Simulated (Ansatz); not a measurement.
Molecule: C$_{2}$H$_{10}$P$_{2}$Si, net charge 0, singlet state. 
Coordinates optimised at B3LYP-D3(BJ)/def2-TZVP (Ansatz, a quantum-chemistry and plane-wave program):
```
Si
C 1 1.8780
H 2 1.0912 1 111.26
H 2 1.0921 3 108.17 1 -121.72
H 2 1.0925 3 107.93 4 -116.65
C 1 1.8783 2 110.60 3 -178.55
H 6 1.0911 1 111.16 2 179.47
H 6 1.0921 7 107.91 1 -121.23
H 6 1.0926 7 108.20 8 -116.91
P 1 2.2708 2 107.80 3 57.28
H 10 1.4190 1 94.16 2 171.72
H 10 1.4220 11 93.70 1 95.41
P 1 2.2720 2 107.93 3 -61.00
H 13 1.4189 1 94.84 2 73.92
H 13 1.4194 14 93.85 1 -95.07
```

Wanted: atomisation energy (electronic, to ground-state atoms), in kcal/mol. Valence correlation only, unless marked. Open shells are spin-unrestricted. Spin-orbit coupling is left out. Non-relativistic. The coupled-cluster limit lacks core correlation, which all-electron functionals hold. CBS(X,Y): correlation extrapolated as X^-3; Hartree-Fock from the larger set.

```json
[
 {"level": "HF/STO-3G", "program": "Ansatz", "atomisation energy (kcal/mol)": "1163.0"},
 {"level": "HF/6-31G", "program": "Ansatz", "atomisation energy (kcal/mol)": "774.2"},
 {"level": "BLYP-D4/def2-TZVPD", "program": "Ansatz + dftd4", "atomisation energy (kcal/mol)": "1196.7"},
 {"level": "PBE0-D3(BJ)/def2-TZVPD", "program": "Ansatz + dftd3", "atomisation energy (kcal/mol)": "1202.3"}
]
```

Q: What does CCSD(T)/CBS(cc-pV(T+d)Z,cc-pV(Q+d)Z) (Ansatz) give?

A: 1201.6 kcal/mol
